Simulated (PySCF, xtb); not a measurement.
C₄H₁₂N, SMILES C[N+](C)(C)C, charge +1.

Harmonic wavenumbers (cm⁻¹) from xtb with GFN2-xTB at its own minimum, in rising order: 158, 273, 273, 274, 352, 352, 459, 460, 460, 790, 989, 989, 989, 1022, 1022, 1022, 1122, 1122, 1271, 1271, 1271, 1416, 1416, 1416, 1441, 1442, 1442, 1442, 1458, 1459, 1476, 1476, 1476, 3043, 3043, 3043, 3046, 3047, 3047, 3048, 3049, 3049, 3055, 3055, 3056.

### Question
What does B3LYP-D3(BJ)/def2-SVP (PySCF) give at its own minimum? (Estimate from the structure and the level; the computed values follow.)

### Answer
181, 294, 294, 294, 365, 365, 462, 462, 462, 749, 950, 950, 950, 1068, 1068, 1068, 1170, 1170, 1299, 1299, 1299, 1430, 1430, 1430, 1453, 1453, 1453, 1468, 1468, 1486, 1498, 1498, 1498, 3073, 3073, 3073, 3081, 3187, 3187, 3187, 3187, 3187, 3192, 3192, 3192. Paired by order, the mean absolute difference is 45 cm⁻¹ and the zero-point energies are 99.9 and 102.3 kcal/mol.
